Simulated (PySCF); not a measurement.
Isomers of C5H8Si, one GFN2-xTB conformer each. Single-point energies are computed at CAM-B3LYP/def2-SVPD (PySCF, gas phase, no added dispersion term), electronic only.

Question: Rank them by CAM-B3LYP/def2-SVPD energy, lowest first (kJ/mol).
A. `CC1=CC=C[SiH2]1`
B. `[CH:1]#[C:2][CH2:3][C:4](=[CH2:5])[SiH3:6]` with C2–C3–C4–C5 -115°
C. `C1[SiH](C#CC)C1`
D. `[SiH3:1][CH2:2][CH:3]=[C:4]1[CH:5]=[CH:6]1` with Si1–C2–C3–C4 112°

Answer: A (0.0), C (133.0), B (176.3), D (241.9).

As drawn, the highest has a three-membered ring, which the lowest lacks. GFN2-xTB itself gives, in the same order: 0.0, 167.5, 120.3, 193.3. Both levels put the same isomer lowest; measured from each level's own lowest isomer, the values differ by up to 56.0 kJ/mol (C#CCC(=C)[SiH3]: 120.3 against 176.3).

Which frontier levels, dipoles and rotational constants go with these structures?

```
         SMILES  HOMO (eV, CAM-B3LYP/def2-SVPD)  LUMO (eV)  dipole (D)     A, B, C (MHz)
CC1=CC=C[SiH2]1                           -7.61      -0.19        0.40  4637, 2868, 1830
  CC#C[SiH]1CC1                           -7.75       0.95        1.46  9107, 1193, 1162
C#CCC(=C)[SiH3]                           -9.07       0.72        0.64  3926, 2049, 1529
[SiH3]CC=C1C=C1                           -6.98       0.55        2.27  9007, 1220, 1199
```
